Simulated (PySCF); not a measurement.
SMILES C=Cc1ccc(B(O)O)cc1 (C₈H₉BO₂), GFN2-xTB optimised geometry.

```
20

C     -2.70    -3.10     0.08
C     -1.39    -2.92     0.00
C     -0.69    -1.64     0.00
C     -1.34    -0.41     0.00
C     -0.62     0.77    -0.01
C      0.78     0.78     0.00
B      1.57     2.15    -0.01
O      2.92     2.25     0.06
O      0.86     3.30    -0.09
C      1.42    -0.46     0.00
C      0.71    -1.64     0.00
H     -3.40    -2.28     0.16
H     -3.13    -4.09     0.07
H     -0.75    -3.78    -0.07
H     -2.42    -0.37    -0.01
H     -1.13     1.72    -0.01
H      3.40     1.42     0.12
H      1.41     4.09    -0.09
H      2.50    -0.51     0.00
H      1.24    -2.58     0.00
```

Density from CAM-B3LYP/def2-SVP (PySCF) at that geometry.

Minimum of the electron density along straight lines between bonded atoms, close to the bond critical point (lines longer than 1.1 times the sum of covalent radii, or with two minima, are not listed):

```tsv
bond	length / Å	ρ at the minimum / e bohr⁻³	∇²ρ there / e bohr⁻⁵	position (fraction from the first atom)
C1–C2	1.328	0.344	[?]	0.50
C2–C3	1.457	0.278	[?]	0.50
C3–C4	1.396	0.309	-0.79	0.50
C4–C5	1.379	0.318	-0.83	0.50
C5–C6	1.397	0.308	-0.78	0.51
C6–B7	1.581	0.183	[?]	0.68
B7–O8	1.363	0.201	1.11	0.33
B7–O9	1.351	0.208	1.13	0.33
C6–C10	1.396	0.307	-0.78	0.49
C3–C11	1.396	0.310	-0.79	0.50
C10–C11	1.380	0.317	-0.83	0.50
C1–H12	1.076	0.284	-1.10	0.64
C1–H13	1.077	0.284	-1.10	0.64
C2–H14	1.084	0.283	-1.08	0.63
C4–H15	1.079	0.285	-1.09	0.63
C5–H16	1.079	0.287	-1.12	0.64
O8–H17	0.955	0.358	-2.46	0.82
O9–H18	0.958	0.355	-2.43	0.82
C10–H19	1.083	0.281	-1.05	0.62
C11–H20	1.082	0.283	-1.08	0.63
```

Complete the blanks.


- C1–C2, ∇²ρ there / e bohr⁻⁵: -0.93
- C2–C3, ∇²ρ there / e bohr⁻⁵: -0.70
- C6–B7, ∇²ρ there / e bohr⁻⁵: -0.20
